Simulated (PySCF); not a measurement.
Cd(Me)(NH2) (CH₅CdN), SMILES [CH3][Cd][NH2].

Geometry: B3LYP-D3(BJ)/def2-TZVP. The def2 effective core potentials stand for the cores of Cd; spin–orbit coupling is left out. The values are those of a single conformer.

Computed with IEF-PCM-M06-2X/def2-SVP run with PySCF 2.14.0.

The values are the electrostatic part of the solvation free energy, E(continuum) − E(gas) at the gas-phase geometry, in a cavity of scaled van der Waals radii (PySCF's table); cavitation and dispersion terms are not included. A continuum can't describe solvent molecules that bind to the metal. In vacuum the orbital gap is 7.84 eV. The dipole moment in vacuum is 1.23 D.

Computed values in water (ε = 78.36), dichloromethane (ε = 8.93), n-hexane (ε = 1.88):
```json
[
 {"solvent": "water", "ε": "78.36", "ΔG(elec) (kcal/mol)": "-9.4", "dipole (D)": "1.65", "gap (eV)": "8.51"},
 {"solvent": "dichloromethane", "ε": "8.93", "ΔG(elec) (kcal/mol)": "-7.9", "dipole (D)": "1.57", "gap (eV)": "8.40"},
 {"solvent": "n-hexane", "ε": "1.88", "ΔG(elec) (kcal/mol)": "-3.3", "dipole (D)": "1.36", "gap (eV)": "8.07"}
]
```
